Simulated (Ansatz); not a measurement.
This geometry of Cl4Ge + H (6 atoms, charge 0, multiplicity 2) is a first-order saddle point.

Level of theory: Ansatz 0.2.0, UKS PBE0-D4/def2-SVP.

```xyz
6
Properties=species:S:1:pos:R:3
Ge -0.005 0.000 0.054
Cl -0.015 0.000 2.314
Cl 2.014 0.000 -0.647
Cl -1.005 1.743 -0.673
Cl -1.005 -1.743 -0.673
H 0.018 0.000 4.018
```

Question: Which two structures does it join? (They come from a converged band through this point; their orientation in space is the band's.)

Answer: Bonds broken: Ge1–Cl2. Bonds formed: Cl2–H6. Cl4Ge + H becomes Cl3Ge + ClH.

Initial state:

```xyz
6
Properties=species:S:1:pos:R:3
Ge 0.003 0.000 -0.176
Cl 0.019 0.000 1.949
Cl 2.004 0.000 -0.894
Cl -1.002 1.738 -0.875
Cl -1.002 -1.738 -0.875
H -0.021 0.000 5.263
```

Final state:

```xyz
6
Properties=species:S:1:pos:R:3
Ge -0.101 0.000 -0.037
Cl 0.829 0.000 3.217
Cl 1.907 0.000 -0.849
Cl -1.125 1.758 -0.795
Cl -1.125 -1.758 -0.795
H -0.384 0.000 3.650
```

Question: How far does it lie above each of them?

Answer: 31.8 kJ/mol above the first and 94.1 kJ/mol above the second. This is the barrier of this one path; another mechanism may lie lower.

The run took 2.3 min on 4 threads of Intel(R) Xeon(R) Platinum 8223CL CPU @ 3.00GHz (Skylake/Cascade Lake) (shared host), peak memory 0.48 GiB.
